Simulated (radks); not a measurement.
Results of a calculation; reference values are marked as such.
Fractional charge and spin in the 6s shell of tantalum: the spin-up occupation runs from 0 to 1 and the spin-down occupation from 0 to 1; the fullest corner is Ta, [Xe] 4f14 5d(up 1.5, down 1.5) 6s(up 1, down 1). Level of theory: scalar-relativistic Kohn-Sham, r2SCAN, spin-polarised, spherical densities, finite nucleus; meta-GGA in the generalised Kohn-Sham scheme; Fermi nuclear charge, rms radius of each element as measured or else 0.836 A^(1/3) + 0.57 fm (a radial shooting solver on a logarithmic mesh with Libxc functionals). Energy (eV) minus the two flat planes that join the four corners (they meet along the diagonal where the two added fractions sum to one electron); zero is where a piecewise linear energy would lie.

| down \ up | 0 | 0.25 | 0.5 | 0.75 | 1 |
|---|---|---|---|---|---|
| 0 | 0.000 | -0.528 | -0.707 | -0.526 | 0.000 |
| 0.25 | -0.528 | -0.596 | -0.323 | 0.298 | -0.470 |
| 0.5 | -0.707 | -0.323 | 0.392 | -0.283 | -0.630 |
| 0.75 | -0.526 | 0.298 | -0.283 | -0.540 | -0.473 |
| 1 | 0.000 | -0.470 | -0.630 | -0.473 | 0.000 |

Corners above the fullest one (they belong to Ta+ and the next ion): (up 1, down 0) 8.121 eV, (up 0, down 1) 8.121 eV, (up 0, down 0) 23.123 eV. With half an added electron in each spin the energy lies 0.392 eV from the planes, and with half an added electron in spin up alone -0.707 eV. The planes are only a guide here: the flat-plane condition holds for ground states with one frontier orbital, while this shell lies below other occupied shells, so the corners above the fullest one are inner-hole states and not the ground states of those ions.
